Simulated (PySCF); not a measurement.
## Spectroscopy problems

PySCF 2.14 calculation with shieldings: GIAO PBE0/pcSseg-1 and coordinates at the GFN2-xTB level; equivalent nuclei averaged, single conformer, non-relativistic, no solvent model.

δ = σ(ref) − σ, references computed at the same level: ¹H (σ = 31.72 ppm) and ¹³C (σ = 186.93 ppm) vs TMS. Splittings of carbon signals by F and P are missing where no couplings were computed. Where no couplings were computed, multiplicities follow the n + 1 count of equivalent neighbours, and m marks all less simple cases (inequivalent or close neighbours, rings, F or P nearby). Shifts are as computed. Against solution values, carbons near 30 ppm lie about +3 ppm off and those near 130 ppm about +5 ppm (rms about the fit 2.1 ppm; single classes can miss by 10 ppm). Of 1328 compounds with measured shifts, 309 miss one by over three times the rms of a fit or turn the order of signals round; such compounds aren't used in these exercises. Signals without a measured value on file couldn't be tested in this way; 1H shifts scatter by 0.2 ppm about their fit, and single ones miss by 0.5 ppm. OH and NH positions are gas-phase values without hydrogen bonding to other molecules.

Problem. C₇H₇FO. ¹H NMR (500 MHz, computed): δ 7.52 (m, 1H), 7.00 (d, 1H), 6.89 (m, 1H), 6.51 (m, 1H), 3.92 (s, 3H). ¹³C{¹H} NMR (computed): δ 174.0 (C), 168.2 (C), 135.8 (CH), 118.8 (CH), 111.9 (CH), 101.3 (CH), 56.0 (CH3). Identify the compound.

Solution. SMILES COc1cccc(F)c1. The formula gives 4 degrees of unsaturation (1 ring in the answer). 7 carbon signals for 7 carbons: no two carbons are equivalent. Carbon types of the structure: 2 × C, 4 × CH, 1 × CH3, which accounts for all hydrogens. δC 174.0: aromatic carbon bearing fluorine; σ withdrawal by the attached heteroatom moves it downfield of the ring CH carbons. δC 168.2: aromatic carbon bearing oxygen; the electronegative substituent deshields the carbon that carries it. δC 135.8, 118.8, 111.9, 101.3: aromatic CH. δC 56.0: methyl carbon bonded to O; pulled downfield by the heteroatom.

The shifts were computed for this structure.

Problem. C₇H₇FO. ¹H NMR (300 MHz, computed): δ 6.39 (m, 1H), 5.83 (br s, 1H), 5.71 (m, 1H), 5.23 (br s, 1H), 2.06 (s, 3H). ¹³C{¹H} NMR (computed): δ 168.2 (C), 150.8 (C), 139.4 (C), 115.6 (CH2), 114.3 (CH), 91.2 (CH), 21.1 (CH3). Give a structure.

Solution. SMILES C1=C(C(=C)C)OC(F)=C1. The formula gives 4 degrees of unsaturation (1 ring in the answer). 7 carbon signals for 7 carbons: no two carbons are equivalent. Carbon types of the structure: 3 × C, 2 × CH, 1 × CH2, 1 × CH3, which accounts for all hydrogens. δC 168.2: aromatic carbon bearing fluorine; the electronegative substituent deshields the carbon that carries it. δC 139.4: fully substituted alkene carbon; an sp2 carbon of a C=C bond. δC 115.6: terminal =CH2 carbon; an sp2 carbon of a C=C bond. δC 114.3, 91.2: aromatic CH.

This is the structure that produced the data.

Problem. C₇H₇FO. ¹H NMR (400 MHz, computed): δ 7.45 (m, 2H), 7.01 (d, 2H), 5.90 (m, 2H), 4.23 (br s, 1H). ¹³C{¹H} NMR (computed): δ 162.6 (C), 135.0 (C), 129.4 (CH), 118.9 (CH), 86.8 (CH2). Identify the compound.

Solution. SMILES Oc1ccc(CF)cc1. Rings plus π bonds: 4 (1 ring in the answer). 5 carbon signals for 7 carbons: some carbons are equivalent by symmetry or fast rotation. Carbon types of the structure: 2 × C, 4 × CH, 1 × CH2, leaving 1 H on heteroatoms. δC 162.6: aromatic carbon bearing oxygen; the electronegative substituent deshields the carbon that carries it. δC 135.0: substituted aromatic carbon. δC 129.4, 118.9: aromatic CH. δC 86.8: sp3 CH2 bonded to F, on an aromatic ring; pulled downfield by the heteroatom.

The shifts were computed for this structure.
